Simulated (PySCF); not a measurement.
## Telling isomers of C7H8O3 apart by NMR

- GIAO PBE0/pcSseg-1 shieldings
- geometry: GFN2-xTB
- program: PySCF 2.14.0 with density-fitted response routines
- no relativistic terms, averaged over atoms made equivalent by symmetry, fast rotation or ring inversion, in vacuum, single conformer

Referencing at the same level of theory: 1H, 13C against TMS. Where no couplings were computed, multiplicities follow the n + 1 count of equivalent neighbours, and m marks all less simple cases (inequivalent or close neighbours, rings, F or P nearby). Acid and N–H amide carbonyl carbons lie up to 10 ppm further downfield in solution (hydrogen bonding). Shifts are as computed. Against solution values, carbons near 30 ppm lie about +3 ppm off and those near 130 ppm about +5 ppm. Of 1211 compounds with measured shifts, 218 miss one by over three times the rms of a fit or turn the order of signals round; such compounds aren't used in these exercises. OH and NH positions are gas-phase values without hydrogen bonding to other molecules.

(1) Tabulate the signals of `CCc1ccc(C(=O)O)o1`, `O=C1OC=C[C@@H]1[C@@H]1C[C@@H]1O`, `C[C@@H](O)c1ccc(=O)oc1` and their relative energies.

(2) What is the quickest way to tell CCc1ccc(C(=O)O)o1 from O=C1OC=C[C@@H]1[C@@H]1C[C@@H]1O?

(3) What is the quickest way to tell CCc1ccc(C(=O)O)o1 from C[C@@H](O)c1ccc(=O)oc1?

(4) What is the quickest way to tell O=C1OC=C[C@@H]1[C@@H]1C[C@@H]1O from C[C@@H](O)c1ccc(=O)oc1?

Results:

(1) 
```json
{"SMILES": "CCc1ccc(C(=O)O)o1", "carbon types": "3×C 2×CH 1×CH2 1×CH3", "δC": "168.7, 162.9, 148.8, 130.7, 113.0, 25.6, 11.2", "δH": "7.68 (m, 1H), 6.44 (m, 1H), 6.03 (br s, 1H), 2.85 (q, 2H), 1.38 (t, 3H)", "E rel. (kcal/mol)": "0.0"}
{"SMILES": "O=C1OC=C[C@@H]1[C@@H]1C[C@@H]1O", "carbon types": "1×C 5×CH 1×CH2", "δC": "185.5, 150.2, 119.6, 51.5, 40.7, 26.1, 13.2", "δH": "6.99 (d, 1H), 5.86 (m, 1H), 3.72 (m, 1H), 3.31 (m, 1H), 1.30 (m, 1H), 1.26 (br s, 1H), 0.91 (m, 1H), 0.66 (m, 1H)", "E rel. (kcal/mol)": "37.0"}
{"SMILES": "C[C@@H](O)c1ccc(=O)oc1", "carbon types": "2×C 4×CH 1×CH3", "δC": "163.9, 155.6, 148.1, 129.7, 124.0, 70.6, 27.9", "δH": "7.94 (d, 1H), 7.53 (s, 1H), 6.53 (d, 1H), 4.67 (q, 1H), 1.37 (d, 3H), 0.79 (br s, 1H)", "E rel. (kcal/mol)": "15.9"}
```

Energies are electronic energies at PBE0/pcSseg-1 on these geometries, without zero-point or thermal terms, each for the one conformer computed, which needn't be the lowest.

(2) Both give the same number of carbon signals, but DEPT or the intensities differ. The first has a methyl carbon (CH3) at 11.2 ppm, the second a three-membered-ring carbon (CH) at 51.5 ppm. Their most deshielded carbons lie at 168.7 and 185.5 ppm. In the proton spectra the most deshielded non-exchanging signals are 7.68 (m, 1H) and 6.99 (d, 1H).

(3) Both give the same number of carbon signals, but DEPT or the intensities differ. The first has an sp3 CH2 on an aromatic ring at 25.6 ppm, the second an sp3 CH bonded to O, on an unsaturated ring at 70.6 ppm. Their most deshielded carbons lie at 168.7 and 163.9 ppm.

(4) Both give the same number of carbon signals, but DEPT or the intensities differ. The first has a three-membered-ring carbon (CH2) at 13.2 ppm, the second a methyl carbon (CH3) at 27.9 ppm. Their most deshielded carbons lie at 185.5 and 163.9 ppm. In the proton spectra the most deshielded non-exchanging signals are 6.99 (d, 1H) and 7.94 (d, 1H).
